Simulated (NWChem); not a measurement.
System: HTeSF; SMILES F[Te]S

The following NWChem deck was run.

```
start job
memory heap 200 mb stack 900 mb global 1100 mb
geometry units angstroms noautoz
  Te     0.280106     0.424750     0.003917
  F     -1.515226     1.182895    -0.034028
  S     -0.222159    -1.889352    -0.057560
  H     -0.372830    -2.095411     1.273245
end
basis spherical
  * library def2-svp
end
ecp
  Te library def2-ecp
end
dft
  xc xpbe96 cpbe96
  iterations 150
  vectors input atomic output neutral.movecs
end
task dft energy
charge 1
dft
  odft
  mult 2
  vectors input atomic output cation.movecs
end
task dft energy
```

Excerpt of the output:

```
             Northwest Computational Chemistry Package (NWChem) 7.3.0
             --------------------------------------------------------

 C1  symmetry detected

                             Geometry "geometry" -> ""
                             -------------------------

 Output coordinates in angstroms (scale by  1.889725989 to convert to a.u.)

  No.       Tag          Charge          X              Y              Z
 ---- ---------------- ---------- -------------- -------------- --------------
    1 Te                  52.0000     0.33470893     0.40669400    -0.00655342
    2 F                    9.0000    -1.42991534     1.23465781    -0.01077113
    3 S                   16.0000    -0.25902480    -1.88600448    -0.05272230
    4 H                    1.0000    -0.39122954    -2.08393681     1.28127496

 Effective nuclear repulsion energy (a.u.)     352.8127316340

 Summary of "ao basis" -> "ao basis" (spherical)
 ------------------------------------------------------------------------------
       Tag                 Description            Shells   Functions and Types
 ---------------- ------------------------------  ------  ---------------------
 Te                         def2-svp                10       26   4s4p2d
 F                          def2-svp                 6       14   3s2p1d
 S                          def2-svp                 8       18   4s3p1d
 H                          def2-svp                 3        5   2s1p

            General Information
            -------------------
          SCF calculation type: DFT
          Wavefunction type:  closed shell.
          No. of atoms     :     4
          No. of electrons :    50
           Alpha electrons :    25
            Beta electrons :    25
          Charge           :     0
          Spin multiplicity:     1
          Use of symmetry is: off; symmetry adaption is: off
          Maximum number of iterations: 150
          AO basis - number of functions:    63
                     number of shells:    27
          Convergence on energy requested:  1.00D-06
          Convergence on density requested:  1.00D-05
          Convergence on gradient requested:  5.00D-04

              XC Information
              --------------
          PerdewBurkeErnzerhof Exchange Functional  1.000
            Perdew 1991 LDA Correlation Functional  1.000 local
           PerdewBurkeErnz. Correlation Functional  1.000 non-local

             Grid Information
             ----------------
          Grid used for XC integration:  medium
          Radial quadrature: Mura-Knowles
          Angular quadrature: Lebedev.
          Tag              B.-S. Rad. Rad. Pts. Rad. Cut. Ang. Pts.
          ---              ---------- --------- --------- ---------
          Te                  1.40      123           9.0       590
          F                   0.50       49          10.0       434
          S                   1.00       88           8.0       590
          H                   0.35       45          10.0       434
          Grid pruning is: on
          Number of quadrature shells:   305
          Spatial weights used:  Erf1

      Superposition of Atomic Density Guess
      -------------------------------------

 Sum of atomic energies:        -808.36282723

      Non-variational initial energy
      ------------------------------

 Total energy =    -764.301931
 1-e energy   =   -1513.436168
 2-e energy   =     569.932444
 HOMO         =      -0.215846
 LUMO         =      -0.066290

   convergence    iter        energy       DeltaE   RMS-Dens  Diis-err
 ---------------- ----- ----------------- --------- --------- ---------
 d= 0,ls=0.0,diis     1   -766.0931461191 -9.45D+02  4.31D-02  6.62D-01
 d= 0,ls=0.0,diis     2   -764.9366798642  1.16D+00  3.23D-02  1.18D+01
 d= 0,ls=0.0,diis     3   -766.1683128972 -1.23D+00  8.79D-03  6.91D-02
 d= 0,ls=0.0,diis     4   -766.1662516587  2.06D-03  5.32D-03  7.95D-02
 d= 0,ls=0.0,diis     5   -766.1796224625 -1.34D-02  1.23D-03  4.38D-03
  Resetting Diis
 d= 0,ls=0.0,diis     6   -766.1804011743 -7.79D-04  2.32D-04  1.14D-04
 d= 0,ls=0.0,diis     7   -766.1804253306 -2.42D-05  9.95D-05  6.03D-06
 d= 0,ls=0.0,diis     8   -766.1804229741  2.36D-06  6.92D-05  2.58D-05
 d= 0,ls=0.0,diis     9   -766.1804260669 -3.09D-06  1.72D-05  2.03D-06
 d= 0,ls=0.0,diis    10   -766.1804263138 -2.47D-07  2.53D-06  1.71D-08

         Total DFT energy =     -766.180426313815
      One electron energy =    -1514.116542137538
           Coulomb energy =      625.760016962290
    Exchange-Corr. energy =      -57.025693944232
 Nuclear repulsion energy =      179.201792805665

 Numeric. integr. density =       49.999996599849

                       DFT Final Molecular Orbital Analysis
                       ------------------------------------

 Vector   23  Occ=2.000000D+00  E=-2.926925D-01
              MO Center= -5.6D-01, -1.2D-01, -4.3D-02, r^2= 4.0D+00
   Bfn.  Coefficient  Atom+Function         Bfn.  Coefficient  Atom+Function
  ----- ------------  ---------------      ----- ------------  ---------------
    52     -0.363825  3 S  py                31      0.354948  2 F  py
    49     -0.274498  3 S  py                30      0.268409  2 F  px
    34     -0.249703  2 F  py                12      0.209383  1 Te py
    33     -0.198192  2 F  px                 4      0.190605  1 Te s
    11      0.180967  1 Te px                 3      0.169126  1 Te s

 Vector   24  Occ=2.000000D+00  E=-2.561312D-01
              MO Center= -2.9D-01, -1.6D+00, -2.9D-02, r^2= 2.2D+00
   Bfn.  Coefficient  Atom+Function         Bfn.  Coefficient  Atom+Function
  ----- ------------  ---------------      ----- ------------  ---------------
    51      0.592786  3 S  px                48      0.426700  3 S  px
    45      0.242883  3 S  px                31      0.134947  2 F  py
    52     -0.127895  3 S  py                30     -0.121683  2 F  px
    34     -0.098533  2 F  py                33      0.093665  2 F  px
     3     -0.092111  1 Te s                 49     -0.091854  3 S  py

 Vector   25  Occ=2.000000D+00  E=-1.950499D-01
              MO Center=  1.4D-01,  3.5D-01,  1.2D-02, r^2= 2.8D+00
   Bfn.  Coefficient  Atom+Function         Bfn.  Coefficient  Atom+Function
  ----- ------------  ---------------      ----- ------------  ---------------
    13      0.586063  1 Te pz                16      0.508218  1 Te pz
    32      0.265570  2 F  pz                10     -0.224008  1 Te pz
    35     -0.205426  2 F  pz                 7     -0.174284  1 Te pz
    59     -0.129221  4 H  s                 44      0.122660  3 S  s
    60     -0.114365  4 H  s                 50     -0.068165  3 S  pz

 Vector   26  Occ=0.000000D+00  E=-1.045538D-01
              MO Center=  1.5D-01,  3.2D-01, -7.2D-03, r^2= 3.2D+00
   Bfn.  Coefficient  Atom+Function         Bfn.  Coefficient  Atom+Function
  ----- ------------  ---------------      ----- ------------  ---------------
    14      0.558086  1 Te px                11      0.460953  1 Te px
    15     -0.325457  1 Te py                30     -0.308089  2 F  px
    29      0.263994  2 F  s                 51     -0.264182  3 S  px
    33      0.251350  2 F  px                 3     -0.243777  1 Te s
    12     -0.232061  1 Te py                 8     -0.175579  1 Te px

 Vector   27  Occ=0.000000D+00  E=-8.890879D-02
              MO Center=  1.1D-01, -2.9D-01,  9.7D-03, r^2= 3.9D+00
   Bfn.  Coefficient  Atom+Function         Bfn.  Coefficient  Atom+Function
  ----- ------------  ---------------      ----- ------------  ---------------
    52      0.620493  3 S  py                15      0.615434  1 Te py
    12      0.480100  1 Te py                44      0.365263  3 S  s
     3     -0.343691  1 Te s                 49      0.296786  3 S  py
    14      0.268341  1 Te px                11      0.211497  1 Te px
    43      0.212238  3 S  s                  9     -0.171939  1 Te py

 Vector   28  Occ=0.000000D+00  E=-1.044918D-02
              MO Center= -3.2D-01, -1.9D+00,  8.8D-01, r^2= 2.7D+00
   Bfn.  Coefficient  Atom+Function         Bfn.  Coefficient  Atom+Function
  ----- ------------  ---------------      ----- ------------  ---------------
    60      1.225623  4 H  s                 53     -0.867447  3 S  pz
    44     -0.707078  3 S  s                 59      0.349247  4 H  s
    50     -0.276792  3 S  pz                 3     -0.237785  1 Te s
    43     -0.211826  3 S  s                  4      0.179783  1 Te s
    52      0.171170  3 S  py                47     -0.159586  3 S  pz

     Multipole analysis of the density
     ---------------------------------

     L   x y z        total         alpha         beta         nuclear
     -   - - -        -----         -----         ----         -------
     0   0 0 0      0.000000    -25.000000    -25.000000     50.000000

     1   1 0 0      0.756493      9.233361      9.233361    -17.710229
     1   0 1 0     -0.314983     10.602072     10.602072    -21.519126
     1   0 0 1      0.403494      0.028368      0.028368      0.346757

     2   2 0 0    -33.732503    -56.714338    -56.714338     79.696173
     2   1 1 0      2.170875      8.210564      8.210564    -14.250254
     2   1 0 1     -0.409093      0.146842      0.146842     -0.702778
     2   0 2 0    -31.873674   -156.893920   -156.893920    281.914166
     2   0 1 1     -1.812374      1.348579      1.348579     -4.509532
     2   0 0 2    -32.853646    -19.441184    -19.441184      6.028723

                                 NWChem DFT Module
                                 -----------------

[...]
```

Level: PBE/def2-SVP with def2 effective core potentials on Te, vertical spin-unrestricted ions. Geometry: optimised at PBE0/def2-SVP. Not confirmed as a minimum by frequencies. def2 effective core potentials on Te; no spin-orbit coupling.
